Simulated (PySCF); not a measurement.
PySCF input file for In(Cl)2(Me) (CH3Cl2In), SMILES [In]([Cl])([CH3])[Cl], TDDFT-PBE/def2-SVPD. Geometry optimised at B3LYP-D3(BJ)/def2-SVP. The structure was generated by enumeration; whether it is a known compound was not checked. The def2 effective core potentials stand for the cores of In; spin–orbit coupling is left out.

```python
import numpy as np
from pyscf import gto, scf, dft, tdscf

mol = gto.M(
    atom='''
    In   -0.16640777    0.16661364   -0.12974125
    Cl    2.01595804   -0.37356120   -0.86124064
    Cl   -0.70479778   -0.93878007    1.88957779
    C    -1.49992934    1.49971375   -1.17738827
    H    -2.41875957    1.62316482   -0.59033226
    H    -1.72532037    1.05978938   -2.15859622
    H    -0.99208767    2.46449661   -1.31115229
    ''',
    basis='def2-SVPD',
    ecp={'In': 'def2-svp'},
    charge=0,
    spin=0,
    max_memory=1600,
    verbose=4,
)
mf = dft.RKS(mol, xc='pbe').density_fit(auxbasis='def2-universal-jkfit')
mf.grids.level = 3
mf.conv_tol = 1e-9
mf.max_cycle = 100
mf.kernel()
mf.grids = dft.Grids(mol).set(level=1).build(with_non0tab=True)  # coarser grid for the response kernel
td = tdscf.TDDFT(mf)
td.singlet = True
td.nstates = 10
td.conv_tol = 1e-4
td.positive_eig_threshold = 1e-6
td.kernel(x0=td.get_init_guess(mf, 15))
td.analyze()
tt = tdscf.TDA(mf)
tt.singlet = False
tt.nstates = 4
tt.conv_tol = 1e-4
tt.positive_eig_threshold = 1e-6
tt.kernel(x0=tt.get_init_guess(mf, 9))
tt.analyze(verbose=3)
```

Output:

```
PySCF version 2.14.0

[INPUT] verbose = 4
[INPUT] num. atoms = 7
[INPUT] num. electrons = 64
[INPUT] charge = 0
[INPUT] spin (= nelec alpha-beta = 2S) = 0
[INPUT] symmetry False subgroup None
[INPUT] Mole.unit = angstrom
[INPUT] Symbol           X                Y                Z      unit          X                Y                Z       unit  Magmom
[INPUT]  1 In    -0.166407770000   0.166613640000  -0.129741250000 AA   -0.314465110300   0.314854148217  -0.245175429559 Bohr   0.0
[INPUT]  2 Cl     2.015958040000  -0.373561200000  -0.861240640000 AA    3.809608574215  -0.705928358764  -1.627508936945 Bohr   0.0
[INPUT]  3 Cl    -0.704797780000  -0.938780070000   1.889577790000 AA   -1.331874777401  -1.774037223500   3.570784514161 Bohr   0.0
[INPUT]  4 C     -1.499929340000   1.499713750000  -1.177388270000 AA   -2.834455658800   2.834048252744  -2.224941372575 Bohr   0.0
[INPUT]  5 H     -2.418759570000   1.623164820000  -0.590332260000 AA   -4.570793148471   3.067336964829  -1.115566293896 Bohr   0.0
[INPUT]  6 H     -1.725320370000   1.059789380000  -2.158596220000 AA   -3.260382976433   2.002711677923  -4.079155669321 Bohr   0.0
[INPUT]  7 H     -0.992087670000   2.464496610000  -1.311152290000 AA   -1.874773987858   4.657223627819  -2.477718735696 Bohr   0.0

nuclear repulsion = 290.962607291246
number of shells = 54
number of NR pGTOs = 217
number of NR cGTOs = 130
basis = def2-SVPD
ecp = {'In': 'def2-svp'}


[settings echo left out]
init E= -1128.50646746262
  HOMO = -0.627671456447391  LUMO = -0.551328444174473  gap/eV = 2.07740
cycle= 1 E= -1148.21601617534  delta_E= -19.7  |g|= 2.55  |ddm|= 14.7
  HOMO = 0.084742015582208  LUMO = 0.086504792893552  gap/eV = 0.04797
cycle= 2 E= -1105.77510212798  delta_E= 42.4  |g|=  7.8  |ddm|= 65.1
  HOMO = -0.420311014516224  LUMO = -0.3034777546923  gap/eV = 3.17919
cycle= 3 E= -1149.39933956919  delta_E= -43.6  |g|= 1.21  |ddm|= 65.2
  HOMO = -0.219295849830316  LUMO = -0.133649989014763  gap/eV = 2.33054
cycle= 4 E= -1149.38202827364  delta_E= 0.0173  |g|= 1.17  |ddm|= 4.14
  HOMO = -0.271204304062319  LUMO = -0.104235263032023  gap/eV = 4.54346
cycle= 5 E= -1149.79368599103  delta_E= -0.412  |g|= 0.214  |ddm|= 1.67
  HOMO = -0.275546809690236  LUMO = -0.111990484022014  gap/eV = 4.45059
cycle= 6 E= -1149.8057889458  delta_E= -0.0121  |g|= 0.089  |ddm|= 0.343
  HOMO = -0.269758212968036  LUMO = -0.107765732427736  gap/eV = 4.40804
cycle= 7 E= -1149.8080211802  delta_E= -0.00223  |g|= 0.0194  |ddm|= 0.136
  HOMO = -0.271386435196291  LUMO = -0.108192610183159  gap/eV = 4.44073
cycle= 8 E= -1149.80812769654  delta_E= -0.000107  |g|= 0.00684  |ddm|= 0.0333
  HOMO = -0.271295277680586  LUMO = -0.107954355498511  gap/eV = 4.44473
cycle= 9 E= -1149.808142294  delta_E= -1.46e-05  |g|= 0.00166  |ddm|= 0.0116
  HOMO = -0.271228340352225  LUMO = -0.107877288727595  gap/eV = 4.44501
cycle= 10 E= -1149.80814314105  delta_E= -8.47e-07  |g|= 0.000451  |ddm|= 0.00291
  HOMO = -0.271253666553005  LUMO = -0.107875050780405  gap/eV = 4.44576
cycle= 11 E= -1149.80814320653  delta_E= -6.55e-08  |g|= 3.81e-05  |ddm|= 0.000799
  HOMO = -0.271252973743538  LUMO = -0.107875996914911  gap/eV = 4.44571
cycle= 12 E= -1149.80814320704  delta_E= -5.1e-10  |g|= 1.21e-05  |ddm|= 7.55e-05
  HOMO = -0.271251289111491  LUMO = -0.107874461736074  gap/eV = 4.44571
Extra cycle  E= -1149.80814320703  delta_E= 1.59e-11  |g|= 1.31e-05  |ddm|= 3.44e-05
converged SCF energy = -1149.80814320703
tot grids = 33320
Overwritten attributes  positive_eig_threshold  of <class 'pyscf.tdscf.rks.CasidaTDDFT'>


******** <class 'pyscf.tdscf.rks.CasidaTDDFT'> for <class 'pyscf.df.df_jk.DFRKS'> ********
nstates = 10 singlet
deg_eia_thresh = 1.000e-03
wfnsym = None
conv_tol = 0.0001
eigh lindep = 1e-12
eigh level_shift = 0
eigh max_cycle = 100


Excitation energies (eV)
[4.64167244 4.73925403 4.7562053  5.02559866 5.04015789 5.08396183
 5.38809121 5.69671969 6.07071403 6.35207884]

** Singlet excitation energies and oscillator strengths **
Excited State   1:      4.64167 eV    267.11 nm  f=0.0190
      31 -> 33        0.69694
Excited State   2:      4.73925 eV    261.61 nm  f=0.0000
      30 -> 33        0.70630
Excited State   3:      4.75621 eV    260.68 nm  f=0.0546
      28 -> 33        0.21751
      32 -> 33        0.66934
Excited State   4:      5.02560 eV    246.71 nm  f=0.0006
      29 -> 33       -0.28339
      32 -> 34        0.64707
Excited State   5:      5.04016 eV    245.99 nm  f=0.0000
      31 -> 34       -0.70651
Excited State   6:      5.08396 eV    243.87 nm  f=0.0215
      29 -> 33        0.64611
      32 -> 34        0.28159
Excited State   7:      5.38809 eV    230.11 nm  f=0.0149
      27 -> 33        0.25343
      30 -> 34        0.65449
Excited State   8:      5.69672 eV    217.64 nm  f=0.0007
      28 -> 33       -0.28523
      29 -> 34        0.63817
Excited State   9:      6.07071 eV    204.23 nm  f=0.0049
      28 -> 34        0.70399
Excited State  10:      6.35208 eV    195.19 nm  f=0.3669
      28 -> 33        0.58182
      29 -> 34        0.26677
      32 -> 33       -0.19684

** Transition electric dipole moments (AU) **
state          X           Y           Z        Dip. S.      Osc.
  1         0.2863      0.0568     -0.2855      0.1667      0.0190
  2        -0.0030     -0.0009      0.0022      0.0000      0.0000
  3         0.4200     -0.4232      0.3362      0.4685      0.0546
  4        -0.0296     -0.0527     -0.0401      0.0053      0.0006
  5         0.0030      0.0029     -0.0001      0.0000      0.0000
  6         0.1499      0.3231      0.2146      0.1729      0.0215
  7        -0.2326     -0.0501      0.2378      0.1132      0.0149
  8         0.0401     -0.0437      0.0367      0.0049      0.0007
  9        -0.0706     -0.1360     -0.0976      0.0330      0.0049
 10        -0.9665      0.9456     -0.7275      2.3575      0.3669

WARN: ECP detected. Skipping calculation of transition velocity and magnetic dipole moments, which have not yet been implemented.

Overwritten attributes  positive_eig_threshold  of <class 'pyscf.tdscf.rks.TDA'>


******** <class 'pyscf.tdscf.rks.TDA'> for <class 'pyscf.df.df_jk.DFRKS'> ********
nstates = 4 triplet
deg_eia_thresh = 1.000e-03
wfnsym = None
conv_tol = 0.0001
eigh lindep = 1e-12
eigh level_shift = 0
eigh max_cycle = 100


Excitation energies (eV)
[4.20063708 4.33241799 4.50038813 4.76893408]

** Triplet excitation energies and oscillator strengths **
Excited State   1:      4.20064 eV    295.16 nm  f=0.0000
Excited State   2:      4.33242 eV    286.18 nm  f=0.0000
Excited State   3:      4.50039 eV    275.50 nm  f=0.0000
Excited State   4:      4.76893 eV    259.98 nm  f=0.0000
```

The run converged.
